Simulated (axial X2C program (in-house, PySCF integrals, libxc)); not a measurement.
## Spin–orbit effects along a row: molecules with H (ions), CCSD(T)

Computed with an in-house relativistic program for diatomic molecules, spin-free (one-electron X2C) or two-component (2c: spin–orbit coupling with atomic mean-field Coulomb and Gaunt terms, which also bring small scalar terms), in Dyall basis sets with cores contracted in-house; open shells are unrestricted.

Basis sets: Ag dyall-cv3z, H dyall-v3z, I dyall-cv3z, In dyall-cv3z, Mo dyall-cv3z, Pd dyall-cv3z, Rb dyall-cv3z, Rh dyall-cv3z, Sn dyall-cv3z, Sr dyall-cv3z, Tc dyall-cv3z. Frozen shells (counts by l): RbH⁺ Rb 3s2p1d, H none, 9 electrons correlated; SrH⁺ Sr 3s2p1d, H none, 10 electrons correlated; MoH⁺ Mo 3s2p1d, H none, 14 electrons correlated; TcH⁺ Tc 4s3p1d, H none, 7 electrons correlated; RhH⁺ Rh 4s3p1d, H none, 9 electrons correlated; PdH⁺ Pd 4s3p1d, H none, 10 electrons correlated; AgH⁺ Ag 4s3p1d, H none, 11 electrons correlated; InH⁺ In 4s3p1d, H none, 13 electrons correlated; SnH⁺ Sn 4s3p1d, H none, 14 electrons correlated; HI⁺ I 4s3p2d, H none, 7 electrons correlated. Coupled cluster in natural virtuals with an MP2 remainder. Where the outer core of a metal is frozen, bonds come out longer and ionisation energies lower. Frozen cores can differ along the series, which adds to the trend.

| molecule | spin-free state | Re (Å) | ωe (cm⁻¹) | De (eV) | 2c state | Re 2c (Å) | ωe 2c (cm⁻¹) | De 2c (eV) |
| --- | --- | --- | --- | --- | --- | --- | --- | --- |
| RbH⁺ | M_S = 1/2, Λ = 0 | 3.250 | 196.4 | 0.03 | Ω = 1/2 | 3.250 | 196.4 | 0.03 |
| SrH⁺ | M_S = 0, Λ = 0 | 2.039 | 1409.2 | 2.10 | Ω = 0 | 2.039 | 1409.5 | 2.10 |
| MoH⁺ | M_S = 2, Λ = 0 | 1.667 | 1963.8 | 1.85 | Ω = 2 | 1.667 | 1963.3 | 1.85 |
| TcH⁺ | M_S = 5/2, Λ = 0 | 1.669 | 1883.4 | 2.30 | Ω = 5/2 | 1.669 | 1882.5 | 2.30 |
| RhH⁺ | M_S = 1/2, Λ = 2 | 1.474 | 2349.8 | 1.89 | Ω = 5/2 | 1.474 | 2345.4 | n/a |
| PdH⁺ | M_S = 0, Λ = 0 | 1.474 | 2202.0 | 2.26 | Ω = 0 | 1.476 | 2190.9 | n/a |
| AgH⁺ | M_S = 1/2, Λ = 0 | 1.708 | 983.5 | 0.46 | Ω = 1/2 | 1.708 | 984.9 | 0.46 |
| InH⁺ | M_S = 1/2, Λ = 0 | 1.842 | 1070.3 | 0.20 | Ω = 1/2 | 1.841 | 1073.1 | 0.21 |
| SnH⁺ | M_S = 0, Λ = 0 | 1.753 | 1826.6 | 2.81 | Ω = 0 | 1.753 | 1822.4 | 2.50 |
| HI⁺ | M_S = 1/2, Λ = 1 | 1.634 | 2215.3 | 3.24 | Ω = 3/2 | 1.637 | 2198.8 | 3.12 |

(1) Work out the shifts from the spin-free to the two-component result.

Fragments in 2c: Rb+ + H, Sr+ + H, Mo+ + H, Tc+ + H, Rh+ + H, Pd+ + H, Ag+ + H, In+ + H, Sn+ + H, I+ + H. Each entry is the lowest single determinant of a limited PBE0 search at one distance. De goes to single-determinant-based atoms at the same level (for ions the charge split of lowest energy) and is withheld (n/a) where an atom does not fit its ground term or J level. Main or longest-lived isotopes. One determinant is a doubtful description, or other states lie close, for MoH⁺, TcH⁺, RhH⁺, PdH⁺; these need not be ground states, and all values refer to the states named. Some open-shell Ω = 0 determinants are out of reach, so the Ω given for MoH⁺ need not be the lowest component. With several unpaired electrons the Ω given is that of one determinant, not necessarily of the lowest component.

## Answers

(1) 

```tsv
molecule	2c state	ΔRe (Å)	Δωe (cm⁻¹)	ΔDe (eV)
RbH⁺	Ω = 1/2	0.000	0.0	0.00
SrH⁺	Ω = 0	0.000	0.3	0.00
MoH⁺	Ω = 2	0.000	-0.5	0.00
TcH⁺	Ω = 5/2	0.000	-0.9	0.00
RhH⁺	Ω = 5/2	0.000	-4.4	n/a
PdH⁺	Ω = 0	0.002	noise	n/a
AgH⁺	Ω = 1/2	0.000	noise	0.00
InH⁺	Ω = 1/2	-0.001	2.8	0.01
SnH⁺	Ω = 0	0.000	-4.2	-0.31
HI⁺	Ω = 3/2	0.003	-16.5	-0.12
```

Shifts of one unit in the last digit are rounding. Where the truncated virtual spaces of the two runs make Δωe unreliable it is marked noise.
